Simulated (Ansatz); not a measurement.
CH₇GeNSi (`[CH2]1[SiH2][NH][GeH2]1`) at its PBE0-D4/def2-TZVP geometry, where that method's forces vanish. The species carries charge 0 and has multiplicity 1.

```xyz
11

C    -0.1294    1.1838   -0.2966
Si    0.4740    0.2112    1.2058
N     0.1746   -1.2837    0.4023
Ge   -0.4591   -0.5501   -1.1763
H     0.6225    1.7946   -0.7953
H    -1.0295    1.7782   -0.1427
H    -0.3266    0.4361    2.4451
H     1.9000    0.4614    1.5682
H     0.2930   -2.2421    0.6770
H    -1.9294   -0.9073   -1.4801
H     0.4099   -0.8822   -2.4075
```

What forces (eV/Å) does ωB97M-V/def2-TZVPP give on these atoms in Ansatz 0.2.0? (An estimate is asked.)

Ansatz gave: 
```
C1  -0.011  0.046 -0.027
Si2  0.080  0.112  0.207
N3   0.012 -0.096  0.030
Ge4 -0.072 -0.009 -0.182
H5  -0.056 -0.047  0.040
H6   0.069 -0.046 -0.009
H7   0.089 -0.024 -0.139
H8  -0.160 -0.027 -0.041
H9  -0.004  0.033 -0.008
H10  0.120  0.029  0.028
H11 -0.069  0.027  0.103
```
